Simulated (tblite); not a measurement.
C₄H₉F₃Si₂.
Z-matrix (Å and degrees, GFN2-xTB geometry), rows numbered from 1:
```
F 
C   1  1.3422
F   2  1.3471  1  106.02
F   2  1.3445  1  106.15  3  -112.36
C   2  1.5118  1  112.83  3   123.39
C   5  1.5196  2  111.21  1    59.34
Si  6  1.9289  5  117.36  2   178.67
C   7  1.9143  6   86.90  5  -131.75
Si  8  1.9221  7   92.89  6     8.93
H   5  1.0912  2  107.16  1  -178.91
H   5  1.0937  2  106.75  1   -62.70
H   6  1.0921  5  107.61  2   -56.14
H   7  1.4629  6  114.83  5   109.64
H   7  1.4648  6  112.04  5   -16.76
H   8  1.0861  7  115.65  6   129.10
H   8  1.0867  7  113.16  6  -107.84
H   9  1.4604  6  115.06  5  -110.38
H   9  1.4622  6  112.59  5    18.70
```

Calculated harmonic vibrations of the isolated species, GFN2-xTB (tblite), most abundant isotopes, no scaling. This tight-binding method is rough: wavenumbers can miss measured ones by several per cent, in bad cases by 10 to 20. Modes of hydrogen on silicon can be 10 to 20 % off. One conformer, not necessarily the lowest.

Harmonic wavenumbers (cm⁻¹): 33.7, 64.4, 76.2, 114.7, 209.2, 221.3, 314.3, 338.1, 378.3, 429.1, 455.6, 474.5, 476.0, 496.4, 535.5, 574.3, 589.9, 631.7, 659.7, 687.7, 694.6, 745.6, 765.3, 772.3, 791.9, 821.5, 904.9, 930.0, 1017.5, 1042.4, 1069.4, 1083.8, 1120.2, 1183.9, 1192.5, 1264.8, 1322.5, 1455.2, 1461.6, 2241.7, 2262.9, 2270.9, 2287.0, 2956.7, 2961.8, 2993.2, 3013.6, 3024.1.

A = 2266, B = 661.2, C = 578.6 MHz; mass 170.019 u (most abundant isotopes); point group C1, symmetry number 1.

**Question.** What is the zero-point energy?

**Answer.** ½Σν̃ = 25706 cm⁻¹ = 307.52 kJ/mol.

**Question.** What is S at 298.15 K and 1 bar for an ideal gas of classical rigid rotors and harmonic oscillators?

**Answer.** Translation 172.91, rotation 126.76, vibration 139.34: S = 439.0 J/(mol K).

**Question.** And Cp and H(298.15 K) − H(0)?

**Answer.** Cp = 186.46 J/(mol K), of which vibrations give 153.20 (their classical limit is 48 R = 399.1); H(298.15 K) − H(0) = 31.93 kJ/mol without the zero-point energy, 22.01 from vibrations.

**Question.** Blend soft modes into free rotors: weight 1/[1 + (100 cm⁻¹/ν̃)⁴] for the oscillator and the rest for a rotor with moment μB/(μ + B), μ = h/(8π²ν), B = 10⁻⁴⁴ kg m². What vibrational entropy results?

**Answer.** 125.50 J/(mol K) in place of 139.34, which changes −T·S at 298.15 K by +4.12 kJ/mol.

**Question.** Which modes carry the vibrational entropy at 298.15 K?

**Answer.** 33.7 cm⁻¹: 23.43; 64.4 cm⁻¹: 18.06; 76.2 cm⁻¹: 16.68; 114.7 cm⁻¹: 13.34; 209.2 cm⁻¹: 8.58; 221.3 cm⁻¹: 8.15 J/(mol K); the other 42 give 51.10 together.

Hindered rotation and anharmonicity are outside this model. Other conformers, if any are populated, would add a mixing term that is left out. The structure is chiral; the term R ln 2 for an equal mix with its mirror image is left out.
